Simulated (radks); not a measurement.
Q: Spin polarisation of the 4d5 shell in Tc2+. Start: [Kr] 4d(up 2.5, down 2.5); electrons of 4d are moved from spin down to spin up, other shells keep equal spins. Calculated with a radial shooting solver on a logarithmic mesh with Libxc functionals: non-relativistic Kohn-Sham, PBE, spin-polarised, spherical densities, point nucleus. Estimate the energy gained and the exchange splitting at a moment of 5 Bohr magnetons.

A: At moment 5 the spin-polarisation energy is -4.609 eV and the 4d exchange splitting 3.761 eV, that is 0.752 eV per Bohr magneton; E = -I m^2/4 would give I = 0.737 eV.
